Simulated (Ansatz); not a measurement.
Reaction (formal hydrolysis of the Sn–C bond): `[CH3][Sn]([OH])([OH])[OH]` + H₂O → `[OH][Sn]([OH])([OH])[OH]` + CH₄

Program: Ansatz. Geometries: PBE0-D4/def2-TZVP. ΔE: electronic, gas phase. CCSD(T)/CBS is the MP2 limit (def2-TZVPP, def2-QZVPP) plus CCSD(T) − MP2 in def2-TZVPP, frozen cores. This one scheme is used for every species. Functionals use def2-TZVPP. def2 core potentials past Kr. For Sn outer-core shells are correlated without core-valence functions, which leaves a few kJ/mol of doubt a bond. One conformer a species, not always the lowest.

`[CH3][Sn]([OH])([OH])[OH]`:

Cartesian coordinates in Å:
```
C 0.090 1.164 1.418
Sn -0.013 -0.172 -0.210
O -1.856 -0.658 -0.666
O 0.926 -1.857 0.139
O 0.778 0.567 -1.843
H 0.151 0.593 2.343
H 0.976 1.788 1.308
H -0.803 1.788 1.425
H -1.966 -1.609 -0.742
H 1.527 -2.085 -0.575
H 0.189 0.480 -2.597
```

H₂O:

Z-matrix (Å, degrees):
```
O
H 1 0.960
H 1 0.960 2 105.1
```

`[OH][Sn]([OH])([OH])[OH]`:

Cartesian coordinates in Å:
```
O 1.352 0.994 -0.978
Sn 0.000 0.000 0.000
O 0.185 -0.026 1.934
O 0.155 -1.846 -0.585
O -1.693 0.878 -0.371
H 2.045 0.424 -1.323
H -0.375 0.628 2.361
H -0.014 -2.469 0.128
H -1.656 1.417 -1.166
```

CH₄:

```xyz
5

C     0.000    0.000    0.000
H     0.104   -0.224    1.061
H     0.957   -0.150   -0.498
H    -0.315    1.036   -0.123
H    -0.746   -0.661   -0.440
```

| level | ΔE (kJ/mol) |
| --- | --- |
| BHLYP-D4 | -32.8 |
| HF/def2-SVP | -34.7 |
| MP2/def2-TZVPP | -26.9 |
| SCS-MP2/def2-TZVPP | -31.9 |

Q: What does CCSD(T)/CBS give? (An estimate is asked.)

A: The calculation gave: -27.4 kJ/mol. The listed levels differ from it by -5.4, -7.3, 0.5, -4.5 kJ/mol.

Largest T1 diagnostic among the species: 0.015.

From PBE to PBE0 (25 % exact exchange), in def2-TZVPP and without D4, ΔE moves by +3.0 kJ/mol. At CCSD(T), def2-SVP lies −11.6 kJ/mol from the extrapolated value and def2-TZVPP −1.5 kJ/mol.
